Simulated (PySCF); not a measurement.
**Sound and unsound settings**

Molecule: `O=C1CC[C@@H](F)C1`, C5H7FO; geometry GFN2-xTB.

Geometry (Å), atoms numbered from 1 in this order:
```xyz
14

O     0.2096    2.4966   -0.5563
C     0.1050    1.3292   -0.3035
C    -1.1809    0.5911    0.0005
C    -0.7519   -0.7405    0.6107
C     0.6037   -1.0314   -0.0362
F     0.4051   -1.6313   -1.2667
C     1.2512    0.3336   -0.2378
H    -1.6910    0.4333   -0.9531
H    -1.8380    1.1798    0.6381
H    -1.4580   -1.5442    0.4099
H    -0.6214   -0.6477    1.6889
H     1.2192   -1.7340    0.5349
H     1.8462    0.3719   -1.1506
H     1.9005    0.5932    0.5989
```

All runs: PySCF 2.14.0 with density-fitted response routines, non-relativistic, gas phase unless a solvent (IEF-PCM) is named; grid level 2, GIAOs and SCF threshold 1e-9 unless changed. The yardstick, PBE0/pcSseg-1, gives these isotropic shieldings σ (ppm, equivalent atoms averaged): C2 -33.4, C5 91.8, C7 139.2, C3 148.9, F6 374.0, H8 29.10, H14 29.42.

Q: What do these inputs give? (1) mPW1PW91/def2-TZVP; guess vsap; (2) PBE/pcSseg-1; common gauge at [0, 0, 50]; max_cycle 87

A: 
```tsv
run	outcome	functions	wall time	C2	C5	C7	C3	F6	H8	H14
1	converged	259	42 s	-33.1	92.0	140.7	150.1	375.8	29.43	29.64
2	converged	154	20 s	63.3	492.9	249.0	204.1	690.4	-398.61	486.19
```

Times are on 1 thread of an AMD EPYC 7R43 64-Core, shared host.

Q: Comment on the technical settings and failures.

A: 
- Run 1: The functional and orbital basis differ from the yardstick's, which in itself moves the values. The starting guess changes the path of the SCF (13 cycles), not the solution, provided the same state is reached.
- Run 2: The functional differs from the yardstick's, which in itself moves the values. A common gauge origin replaces GIAOs; in a finite basis the shieldings then depend on that origin, the more so the further away the nucleus and the smaller the basis. The cycle limit changes the path of the SCF (11 cycles), not the solution, provided the same state is reached.

Run 2 was set up unsoundly or failed; its numbers aren't to be quoted as properties of the molecule.
